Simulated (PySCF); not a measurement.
Spin-orbit coupling and the fourth ionisation energy along the 4d series

Two-component X2C-1e calculated with PySCF 2.14: MP2 on generalised Hartree-Fock spinors (GMP2), with spin-orbit coupling off and on (screened by Boettger's factors); no Breit or QED terms. Values in eV; the references (NIST) lie between the lowest levels. Elements whose determinants are no pure J levels are left out.

```
                             element       configurations  spin-free  with spin-orbit   shift     reference
Zr (x2c-SVPall-2c, [Ar] 3d10 frozen)      [Kr] 4d1 → [Kr]     33.545           33.646   0.102        34.418
Rh (x2c-SVPall-2c, [Ar] 3d10 frozen)  [Kr] 4d6 → [Kr] 4d5     43.605           43.783   0.178  42 ± 1.7 (t)
Pd (x2c-SVPall-2c, [Ar] 3d10 frozen)  [Kr] 4d7 → [Kr] 4d6     47.116           47.191   0.075  46 ± 1.7 (t)
Cd (x2c-SVPall-2c, [Ar] 3d10 frozen)  [Kr] 4d9 → [Kr] 4d8     52.135           51.916  -0.219  51 ± 1.7 (t)
```

Question: Estimate the missing row, Ag (x2c-SVPall-2c, [Ar] 3d10 frozen).

Answer: The calculation gives spin-free 49.672; with spin-orbit 49.581; shift -0.090. The reference value is 49 ± 1.7 (t).

The largest shift is at Cd, -0.219 eV, where spin-orbit coupling lowers the species with fewer electrons by more than the one with more (starting occupations 4d3/2^4 4d5/2^5 and 4d3/2^4 4d5/2^4).

What remains against the references is mostly the basis and correlation beyond MP2. References marked (s) are semi-empirical, (t) theoretical.
